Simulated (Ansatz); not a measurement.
H₆S₂Si₂ (`[SiH3]SS[SiH3]`), relaxed with RKS PBE-D4/def2-SVP in Ansatz 0.2.0 from a rough embedded geometry. The force threshold is 0.03 eV/Å; the program also tests the step.

The species carries charge 0 and has multiplicity 1.

Start:

```xyz
10

Si   -0.993    0.696   -1.622
S     0.314   -0.929   -1.411
S     1.685   -0.073   -0.148
Si    0.918   -0.696    1.758
H    -0.348    1.856   -2.277
H    -1.568    1.123   -0.338
H    -2.162    0.270   -2.517
H    -0.474   -0.104    1.868
H     1.773   -0.044    2.801
H     0.855   -2.098    1.887
```

Question: How much energy does the relaxation release, and in how many steps? (Best estimate.)

Answer: Computed: 0.25 eV, in 3 steps.

Question: Which bonds change most? (Best estimate.)

Answer: Ansatz gave: Si4–H10 from 1.409 to 1.501 Å; S2–S3 from 2.051 to 2.140 Å; Si1–S2 from 2.096 to 2.173 Å; Si1–H6 from 1.470 to 1.503 Å.

Question: Give the relaxed structure. (Estimate.)

Answer: Ansatz gave: 
```xyz
10

Si   -1.032    0.728   -1.644
S     0.273   -0.990   -1.389
S     1.722   -0.019   -0.148
Si    0.890   -0.656    1.755
H    -0.303    1.862   -2.304
H    -1.578    1.175   -0.318
H    -2.147    0.240   -2.530
H    -0.512   -0.139    1.911
H     1.791   -0.048    2.797
H     0.897   -2.153    1.871
```
